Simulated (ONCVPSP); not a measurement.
# Transferability test, ONCV potential for beryllium

```json
{
 "Element": "Be (Z = 4)",
 "Generator": "ONCVPSP 4.0.1",
 "Type": "optimised norm-conserving Vanderbilt (ONCV)",
 "Functional": "PW91",
 "Relativity": "scalar-relativistic",
 "Frozen core": "none",
 "Valence charge": "4",
 "Reference configuration": "1s2 2s1.5 (charge +0.5)",
 "Partial waves": "1s+2s: rc 0.95 bohr, ncon 4, nbas 8, qcut 13.2 1/bohr, 3 projectors, debl 3.5 Ha; p scattering state at 0.08 Ha: rc 0.95 bohr, ncon 4, nbas 9, qcut 9.4 1/bohr, 2 projectors, debl 3 Ha",
 "Local potential": "polynomial inside 0.80 bohr (lpopt 5, dvloc0 0 Ha)",
 "Core correction": "none"
}
```

Energies are relative to the spin-unpolarised reference configuration 1s2 2s1.5; without spin polarisation the order of configurations can differ from experiment.

Problem. Give the all-electron excitation energy and the error of the potential for: 1s2 2s2; 1s2 2s1; 1s2 2s0; 1s2 2s0 2p2.

Solution.

```json
{"valence configuration": "1s2 2s2", "charge": "0", "ΔE all-electron (eV)": "-3.775", "error AE − PS (meV)": "+0.1"}
{"valence configuration": "1s2 2s1", "charge": "+1", "ΔE all-electron (eV)": "5.804", "error AE − PS (meV)": "+0.2"}
{"valence configuration": "1s2 2s0", "charge": "+2", "ΔE all-electron (eV)": "23.821", "error AE − PS (meV)": "+2.9"}
{"valence configuration": "1s2 2s0 2p2", "charge": "0", "ΔE all-electron (eV)": "3.484", "error AE − PS (meV)": "+3.1"}
```
